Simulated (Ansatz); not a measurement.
Basis-set series for `CB(O)B(O)O`. Total charge 0; spin multiplicity 1. Geometry: relaxed with PBE0-D4/def2-TZVP. It is one conformer, not always the lowest.

Z-matrix (Å, degrees):
```
C
B 1 1.563
H 1 1.096 2 110.2
H 1 1.096 2 110.2 3 -115.3
H 1 1.092 2 113.5 3 122.3
O 2 1.362 1 118.1 3 -122.2
B 2 1.727 1 125.1 3 57.8
H 6 0.963 2 111.6 1 179.9
O 7 1.375 2 115.5 1 179.9
O 7 1.365 2 121.5 1 -0.1
H 9 0.962 7 116.9 2 -180.0
H 10 0.962 7 116.2 2 -180.0
```

| functional | basis | functions | energy (Eh) | HOMO (eV) | LUMO (eV) |
| --- | --- | --- | --- | --- | --- |
| PBE0-D4 | def2-SVP | 114 | -316.65684 | -7.37 | -0.37 |
| PBE0-D4 | def2-QZVPP | 522 | -317.04669 | -7.63 | -0.72 |
| ωB97M-V | def2-SVP | 114 | -316.89055 | -9.62 | 1.77 |
| ωB97M-V | def2-QZVPP | 522 | -317.29012 | -9.91 | 0.82 |

Give the rows for def2-TZVPP. (An estimate is asked.)

Ansatz gave: 
```csv
functional,basis,functions,energy (Eh),HOMO (eV),LUMO (eV)
PBE0-D4,def2-TZVPP,270,-317.02836,-7.60,-0.66
ωB97M-V,def2-TZVPP,270,-317.27262,-9.87,1.39
```

Positive LUMOs are unbound and depend on the basis.
